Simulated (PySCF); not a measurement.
Si(H)(Cl)(vinyl)(NH2) (C2H6ClNSi), SMILES C=C[SiH](N)Cl.

The structure is a stationary point at PBE0-D3(BJ)/def2-SVP. Other conformers were not sampled.

Two levels are set side by side: PBE/def2-TZVP (PySCF) and ωB97X/def2-TZVP (PySCF). Same geometry, gas phase. Differences are taken from unrounded values.

```
quantity                      ωB97X    PBE  PBE minus ωB97X
---------------------------  ------  -----  ---------------
orbital gap (eV)              11.75   4.70            -7.05
highest occupied level (eV)  -10.33  -6.44             3.89
lowest empty level (eV)        1.42  -1.74            -3.16
dipole moment (D)              1.84   1.86             0.02
mean polarisability (bohr³)    66.2   69.4              3.3
```

PBE's occupied levels lie high since its potential decays too fast outside the molecule; exact exchange lowers them and widens the gap. Loosely held outer electrons make PBE densities more polarisable. Differences between two approximate levels are no errors against the true value.

Rough cost on one machine, each run with all the roots and properties that it gave: ωB97X against PBE within a factor of 2.
